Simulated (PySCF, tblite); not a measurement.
Compound: C6H3F3O.
Numbering: `[O:1]=[C:2]([CH:3]=[C:4]1[CH:5]=[CH:6]1)[C:7]([F:8])([F:9])[F:10]` (hydrogens: H11 on C3; H12 on C5; H13 on C6)

Computed with GFN2-xTB (tblite), gas phase: nudged elastic band of 9 images (0 to 8), spring 0.2 eV/Å², climbing image at the end, force threshold 0.05 eV/Å. The top image wasn't refined or checked by frequencies; at this threshold it can lie a kcal/mol or more above the true saddle point of the method.

Path: rotation about C2–C7 (ketone carbonyl carbon, CF3 carbon), followed by the dihedral C3–C2–C7–F9.

Image 0 (start, dihedral -60°):
```
atom  x, y, z in Å
O1     -2.419    0.848    1.413
C2     -1.412    0.426    0.895
C3     -0.132    1.075    0.876
C4      0.964    0.582    0.292
C5      2.349    0.688   -0.051
C6      1.693   -0.402   -0.450
C7     -1.468   -0.953    0.168
F8     -0.606   -1.843    0.701
F9     -1.138   -0.854   -1.137
F10    -2.676   -1.504    0.221
H11    -0.093    2.030    1.380
H12     3.251    1.249   -0.009
H13     1.682   -1.339   -0.952
```

Image 8 (end, 0.000 eV, dihedral 59°):
```
atom  x, y, z in Å
O1     -2.198    0.540    1.924
C2     -1.287    0.249    1.186
C3     -0.077    0.998    0.997
C4      0.915    0.653    0.172
C5      2.200    0.904   -0.407
C6      1.550   -0.194   -0.793
C7     -1.397   -1.059    0.343
F8     -2.537   -1.707    0.566
F9     -0.395   -1.922    0.610
F10    -1.335   -0.816   -0.982
H11    -0.002    1.902    1.584
H12     3.056    1.531   -0.471
H13     1.502   -1.078   -1.382
```

**Question.** What do the inner images look like?

**Answer.** 
Image 1: +0.032 eV, dihedral -46°
```
atom  x, y, z in Å
O1     -2.384    0.823    1.462
C2     -1.393    0.402    0.911
C3     -0.114    1.051    0.883
C4      0.983    0.589    0.277
C5      2.358    0.739   -0.092
C6      1.723   -0.361   -0.497
C7     -1.495   -0.979    0.190
F8     -0.879   -1.942    0.905
F9     -0.927   -1.005   -1.033
F10    -2.760   -1.355    0.025
H11    -0.079    1.996    1.407
H12     3.245    1.325   -0.065
H13     1.717   -1.282   -1.026
```

Image 2: +0.083 eV, dihedral -32°
```
atom  x, y, z in Å
O1     -2.337    0.790    1.517
C2     -1.366    0.367    0.931
C3     -0.091    1.025    0.881
C4      1.007    0.601    0.252
C5      2.375    0.799   -0.130
C6      1.769   -0.312   -0.546
C7     -1.533   -1.011    0.215
F8     -1.199   -2.015    1.047
F9     -0.790   -1.187   -0.894
F10    -2.798   -1.202   -0.155
H11    -0.066    1.962    1.420
H12     3.245    1.410   -0.105
H13     1.780   -1.226   -1.087
```

Image 3: +0.124 eV, dihedral -17°
```
atom  x, y, z in Å
O1     -2.294    0.752    1.575
C2     -1.339    0.331    0.959
C3     -0.072    1.002    0.883
C4      1.022    0.614    0.224
C5      2.381    0.851   -0.169
C6      1.793   -0.262   -0.606
C7     -1.554   -1.041    0.247
F8     -1.539   -2.035    1.151
F9     -0.657   -1.387   -0.694
F10    -2.745   -1.067   -0.357
H11    -0.052    1.932    1.437
H12     3.241    1.475   -0.137
H13     1.813   -1.165   -1.165
```

Image 4 (top): +0.139 eV, dihedral -1°
```
atom  x, y, z in Å
O1     -2.263    0.715    1.633
C2     -1.319    0.302    0.996
C3     -0.062    0.989    0.892
C4      1.021    0.626    0.201
C5      2.371    0.885   -0.210
C6      1.784   -0.220   -0.667
C7     -1.552   -1.065    0.281
F8     -1.851   -2.007    1.185
F9     -0.536   -1.565   -0.445
F10    -2.590   -0.970   -0.562
H11    -0.039    1.911    1.460
H12     3.230    1.511   -0.172
H13     1.800   -1.111   -1.245
```

Image 5: +0.123 eV, dihedral 16°
```
atom  x, y, z in Å
O1     -2.243    0.677    1.699
C2     -1.305    0.283    1.043
C3     -0.060    0.986    0.912
C4      1.004    0.638    0.184
C5      2.343    0.900   -0.256
C6      1.738   -0.192   -0.721
C7     -1.525   -1.078    0.310
F8     -2.115   -1.953    1.129
F9     -0.428   -1.700   -0.160
F10    -2.333   -0.907   -0.750
H11    -0.028    1.901    1.490
H12     3.207    1.518   -0.222
H13     1.741   -1.074   -1.313
```

Image 6: +0.082 eV, dihedral 31°
```
atom  x, y, z in Å
O1     -2.232    0.638    1.771
C2     -1.298    0.271    1.095
C3     -0.067    0.992    0.940
C4      0.972    0.648    0.175
C5      2.299    0.900   -0.305
C6      1.670   -0.183   -0.759
C7     -1.480   -1.078    0.329
F8     -2.307   -1.889    0.988
F9     -0.353   -1.786    0.122
F10    -2.011   -0.862   -0.888
H11    -0.019    1.901    1.524
H12     3.170    1.510   -0.288
H13     1.652   -1.061   -1.357
```

Image 7: +0.032 eV, dihedral 45°
```
atom  x, y, z in Å
O1     -2.225    0.596    1.842
C2     -1.296    0.264    1.142
C3     -0.076    0.999    0.970
C4      0.937    0.652    0.172
C5      2.247    0.894   -0.354
C6      1.596   -0.187   -0.783
C7     -1.430   -1.068    0.340
F8     -2.429   -1.819    0.796
F9     -0.326   -1.842    0.375
F10    -1.671   -0.825   -0.964
H11    -0.010    1.904    1.558
H12     3.120    1.501   -0.367
H13     1.559   -1.067   -1.379
```

The largest changes of bonds and angles from start to top: C7–F10 1.329 → 1.340 Å, C7–F8 1.349 → 1.340 Å, C7–F9 1.349 → 1.345 Å, O1=C2 1.208 → 1.211 Å, C3–C2–C7 115.2 → 121.1°, C2–C7–F9 112.1 → 117.4°, O1–C2–C7 118.6 → 115.0°. GFN2-xTB torsional profiles can miss by a kcal/mol or more and can put conformers in the wrong order.

**Question.** What do single points at PBE0/pcSseg-1 (PySCF, no dispersion term) give on some images?

**Answer.** 
| image | GFN2-xTB E (eV) | DFT E (eV) | HOMO (eV) | LUMO (eV) | dipole (D) |
| --- | --- | --- | --- | --- | --- |
| 0 | 0.000 | 0.000 | -7.28 | -1.63 | 6.50 |
| 2 | 0.083 | 0.071 | -7.30 | -1.66 | 6.78 |
| 4 | 0.139 | 0.118 | -7.32 | -1.67 | 6.98 |
| 6 | 0.082 | 0.072 | -7.30 | -1.66 | 6.77 |
| 8 | 0.000 | -0.001 | -7.28 | -1.63 | 6.50 |

Energies count from image 0 at each level. At the GFN2-xTB top the DFT energy is 2.7 kcal/mol against 3.2; the geometries weren't optimised at the DFT level.

What follows is the cost of the whole band run. The run took 3.9 s wall on an Intel Xeon Platinum 8375C at 2.90 GHz with one thread, shared host with 96 logical CPUs at a one-minute load of 14, and the process peaked at 0.18 GiB of memory.
